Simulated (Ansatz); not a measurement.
`[Cl][InH][GeH3]` + `S[SiH2]Cl` → `Cl[SiH2][S][GeH3]` + `[Cl][InH2]` at 500 K and 1 bar (cleavage of the Ge–In bond).

Gas-phase electronic energies from Ansatz, PBE0-D4/def2-TZVP geometries. CCSD(T)/CBS is the MP2 limit (def2-TZVPP, def2-QZVPP) plus CCSD(T) − MP2 in def2-TZVPP, frozen cores. def2 core potentials past Kr. For Ge, In outer-core shells are correlated without core-valence functions, which leaves a few kJ/mol of doubt a bond. Scalar relativity is left out up to krypton. One conformer a species, not always the lowest.

| species | CCSD(T)/CBS energy (Eh) | H − E (kJ/mol) | S (J/(mol·K)) |
| --- | --- | --- | --- |
| `[Cl][InH][GeH3]` | -2728.15341 | 120.4 | 424.3 |
| `S[SiH2]Cl` | -1148.50980 | 107.1 | 347.8 |
| `Cl[SiH2][S][GeH3]` | -3225.84041 | 165.3 | 449.1 |
| `[Cl][InH2]` | -650.81839 | 58.5 | 307.0 |

H − E and S are ideal-gas, rigid-rotor, harmonic terms from PBE0-D4/def2-TZVP, for one conformer and one mirror image of each species. 1 Eh = 2625.50 kJ/mol, R = 8.31446 J/(mol·K).

Problem. By hand: ΔE, ΔH, ΔS and ΔG.

Solution. ΔE = (-3225.84041) + (-650.81839) − (-2728.15341) − (-1148.50980) = 0.00441 Eh = 11.6 kJ/mol. Δ(H − E) = 165.3 + 58.5 − 120.4 − 107.1 = -3.7, so ΔH = 7.9 kJ/mol. ΔS = 449.1 + 307.0 − 424.3 − 347.8 = -16.0 J/(mol·K). ΔG = 7.9 − 500 × (-16.0)/1000 = 15.9 kJ/mol.

Problem. By hand: the equilibrium constant, and the temperature at which ΔG would vanish if ΔH and ΔS stayed fixed.

Solution. log₁₀ K = −ΔG/(RT ln 10) = -1.7. ΔH and −TΔS have one sign here, so there is no such temperature.

TΔS isn't small against ΔH here. A doubt of 5 kJ/mol in ΔE shifts log₁₀ K by 0.5 here. Other conformers and mirror images would add mixing entropy, several J/(mol·K) or more a flexible species. Modes under 60 cm⁻¹, often nearly free rotors, make the harmonic entropy too high. These are equilibria of isolated gas molecules and say nothing of rates. Largest T1 diagnostic: 0.014 (customary marks: 0.02 for closed shells, 0.045 for open ones).
